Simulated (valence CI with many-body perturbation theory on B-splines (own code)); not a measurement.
Br IV: electric-dipole lines

Computed by valence CI with perturbative core correlation (CI+MBPT): four valence electrons over a frozen Dirac-Fock core [Ar] 3d10, radial functions for each j: 11 s, 11 p, 9 d, 7 f, 5 g, 2 h, 1 i, with the one-electron correlation potential Σ1, the two-electron term Σ2, the three-electron term Σ3, Breit, model QED; selected CI, second order for the rest, scaled by the run's own slope (own B-spline code, finite nucleus).

No measured spectrum was set against this ion. As an estimate, levels hold to about 250 cm⁻¹ or 0.2 % of their energy and the worst to 1 %, as in measured heavy ions of charge 2 to 7; those with d or f electrons hold less well. Core correlation moves these levels by up to 6900 cm⁻¹, and in measured spectra 5 to 20 % of such shifts remained as error; rates that hang on mixing are uncertain with them. Among the levels kept, up to 470 cm⁻¹ of a level comes from second order outside the variational space, and about a tenth of that is noise between levels of different J, which matters for small intervals.

Lines 1 to 50 of 280 in falling wavelength, among levels below 271391 cm⁻¹, chosen from the strongest by gf and those to the six lowest levels. Wavelengths and rates use the calculated energies, so an error of 300 cm⁻¹ moves a line at 2018 nm by 6.1 % and its rate by three times that or more. Electric multipoles are in the length gauge, E1 and E2 with the static RPA response of the core. Weak lines are less certain than strong ones. Lines between different terms over intervals too small for the method are left out, as are lines whose strength nearly cancels. Where a level lies close to another of its J and parity, the split of strength between their lines is uncertain. The highest levels of a list are the least certain.

Names give the largest LS component (configuration and term), which can be under half, so a name can repeat, a term be missing and a line seem to break the LS rules; names also repeat where a configuration has a term twice. Letters in brackets count levels of one name in rising energy.

| λ vac (nm) | Upper | Lower | A (s⁻¹) | S (a.u.) with core polarisation | S without |
| --- | --- | --- | --- | --- | --- |
| 2018 | 4s2 4p 5d 3D°_2 | 4s 4p2 4d 3F_3 [b] | 8.15e+05 | 1.65e+01 | 1.65e+01 |
| 1741 | 4s2 4p 5d 3D°_1 | 4s2 4p 4f 3F_2 | 1.91e+06 | 1.50e+01 | 1.49e+01 |
| 1727 | 4s2 4p 5d 3F°_2 | 4s2 4p 4f 1F_3 | 1.26e+06 | 1.60e+01 | 1.59e+01 |
| 1588 | 4s2 4p 5d 3F°_2 | 4s 4p2 4d 3F_3 [a] | 9.74e+05 | 9.63e+00 | 9.60e+00 |
| 1533 | 4s2 4p 5d 3F°_4 | 4s2 4p 4f 3G_5 | 2.43e+06 | 3.90e+01 | 3.89e+01 |
| 1518 | 4s2 4p 5d 1D°_2 | 4s2 4p 4f 3F_3 | 2.49e+06 | 2.15e+01 | 2.14e+01 |
| 1497 | 4s2 4p 5d 3D°_3 | 4s2 4p 4f 3F_4 [b] | 2.32e+06 | 2.69e+01 | 2.69e+01 |
| 1461 | 4s2 4p 5d 3F°_3 | 4s2 4p 4f 3F_4 [a] | 2.59e+06 | 2.79e+01 | 2.79e+01 |
| 1328 | 4s2 4p 5d 3D°_2 | 4s2 4p 4f 1F_3 | 9.47e+05 | 5.47e+00 | 5.46e+00 |
| 1244 | 4s2 4p 5d 3D°_2 | 4s 4p2 4d 3F_3 [a] | 1.23e+06 | 5.87e+00 | 5.85e+00 |
| 403.5 | 4s2 4p 5p 1P_1 | 4s2 4p 5s 1P°_1 | 1.73e+07 | 1.68e+00 | 1.68e+00 |
| 393.1 | 4s2 4p 5p 1D_2 | 4s2 4p 4d 1P°_1 | 1.70e+07 | 2.54e+00 | 2.56e+00 |
| 354.7 | 4s2 4p 5p 3D_1 | 4s2 4p 5s 1P°_1 | 4.15e+07 | 2.74e+00 | 2.75e+00 |
| 332.5 | 4s2 4p 5p 1P_1 | 4s2 4p 4d 3P°_1 [b] | 3.92e+07 | 2.14e+00 | 2.16e+00 |
| 312.9 | 4s2 4p 5p 1P_1 | 4s2 4p 5s 3P°_1 | 1.22e+08 | 5.52e+00 | 5.54e+00 |
| 310.0 | 4s2 4p 5p 3P_1 | 4s2 4p 5s 1P°_1 | 1.27e+08 | 5.62e+00 | 5.65e+00 |
| 305.8 | 4s2 4p 5p 1S_0 | 4s2 4p 4d 1P°_1 | 3.07e+08 | 4.33e+00 | 4.32e+00 |
| 299.5 | 4s2 4p 5p 3P_1 | 4s2 4p 5s 3P°_2 | 3.49e+07 | 1.39e+00 | 1.40e+00 |
| 299.0 | 4s2 4p 5p 1D_2 | 4s2 4p 4d 1F°_3 | 1.58e+08 | 1.04e+01 | 1.03e+01 |
| 295.1 | 4s2 4p 5p 3D_2 | 4s2 4p 4d 3P°_1 [b] | 9.65e+07 | 6.12e+00 | 6.18e+00 |
| 294.2 | 4s2 4p 5p 3D_1 | 4s2 4p 4d 3P°_0 | 8.19e+07 | 3.09e+00 | 3.12e+00 |
| 292.0 | 4s2 4p 5p 3D_3 | 4s2 4p 5s 3P°_2 | 2.68e+08 | 2.30e+01 | 2.32e+01 |
| 290.7 | 4s2 4p 5p 3D_2 | 4s2 4p 4d 3D°_3 | 2.04e+07 | 1.24e+00 | 1.23e+00 |
| 285.0 | 4s2 4p 5p 3P_0 | 4s2 4p 4d 3P°_1 [b] | 1.20e+08 | 1.37e+00 | 1.38e+00 |
| 283.1 | 4s2 4p 5p 3P_2 | 4s2 4p 5s 3P°_2 | 2.18e+08 | 1.22e+01 | 1.23e+01 |
| 279.6 | 4s2 4p 5p 3D_2 | 4s2 4p 5s 3P°_1 | 1.40e+08 | 7.53e+00 | 7.60e+00 |
| 275.4 | 4s2 4p 5p 3S_1 | 4s2 4p 5s 1P°_1 | 4.64e+07 | 1.43e+00 | 1.44e+00 |
| 273.0 | 4s2 4p 5p 3D_1 | 4s2 4p 5s 3P°_0 | 1.34e+08 | 4.04e+00 | 4.07e+00 |
| 267.0 | 4s2 4p 5p 3S_1 | 4s2 4p 5s 3P°_2 | 3.51e+08 | 9.90e+00 | 9.99e+00 |
| 262.5 | 4s2 4p 5p 3P_1 | 4s2 4p 4d 3D°_2 | 4.94e+07 | 1.32e+00 | 1.31e+00 |
| 260.4 | 4s2 4p 5p 3D_2 | 4s2 4p 4d 3P°_1 [a] | 3.83e+07 | 1.67e+00 | 1.67e+00 |
| 258.9 | 4s2 4p 5p 1D_2 | 4s2 4p 5s 1P°_1 | 3.12e+08 | 1.34e+01 | 1.35e+01 |
| 258.0 | 4s2 4p 5p 3P_2 | 4s2 4p 4d 1D°_2 | 4.02e+07 | 1.70e+00 | 1.70e+00 |
| 256.9 | 4s2 4p 5p 3D_3 | 4s2 4p 4d 3D°_3 | 3.94e+07 | 2.31e+00 | 2.28e+00 |
| 254.4 | 4s2 4p 5p 3D_1 | 4s2 4p 4d 3P°_2 | 9.57e+07 | 2.33e+00 | 2.31e+00 |
| 253.6 | 4s2 4p 5p 3P_1 | 4s2 4p 5s 3P°_1 | 1.34e+08 | 3.24e+00 | 3.25e+00 |
| 252.5 | 4s2 4p 5p 3P_0 | 4s2 4p 4d 3P°_1 [a] | 3.89e+08 | 3.09e+00 | 3.08e+00 |
| 250.0 | 4s2 4p 5p 3P_2 | 4s2 4p 4d 3D°_3 | 1.34e+08 | 5.16e+00 | 5.12e+00 |
| 249.8 | 4s2 4p 5p 3P_2 | 4s2 4p 4d 3D°_2 | 9.26e+07 | 3.56e+00 | 3.54e+00 |
| 249.7 | 4s2 4p 5d 3D°_2 | 4s2 4p 5p 1D_2 | 2.84e+07 | 1.09e+00 | 1.09e+00 |
| 245.8 | 4s2 4p 5p 3P_1 | 4s2 4p 5s 3P°_0 | 4.37e+07 | 9.60e-01 | 9.62e-01 |
| 241.8 | 4s2 4p 5p 3P_2 | 4s2 4p 5s 3P°_1 | 4.20e+07 | 1.47e+00 | 1.47e+00 |
| 240.3 | 4s2 4p 5p 3S_1 | 4s2 4p 4d 3P°_1 [b] | 1.28e+08 | 2.62e+00 | 2.62e+00 |
| 237.5 | 4s2 4p 5p 3S_1 | 4s2 4p 4d 3P°_0 | 5.12e+07 | 1.01e+00 | 1.01e+00 |
| 231.5 | 4s2 4p 5p 1D_2 | 4s2 4p 4d 1D°_2 | 4.29e+07 | 1.31e+00 | 1.31e+00 |
| 230.5 | 4s2 4p 5p 3P_1 | 4s2 4p 4d 3P°_2 | 1.08e+08 | 1.95e+00 | 1.94e+00 |
| 224.6 | 4s2 4p 5d 1D°_2 | 4s2 4p 5p 1D_2 | 1.07e+08 | 2.99e+00 | 2.99e+00 |
| 220.7 | 4s2 4p 5p 3P_2 | 4s2 4p 4d 3P°_2 | 3.22e+07 | 8.55e-01 | 8.54e-01 |
| 217.9 | 4s2 4p 5p 1S_0 | 4s2 4p 5s 1P°_1 | 2.88e+08 | 1.47e+00 | 1.50e+00 |
| 215.5 | 4s2 4p 5d 3D°_2 | 4s2 4p 5p 3P_1 | 8.19e+07 | 2.02e+00 | 2.03e+00 |
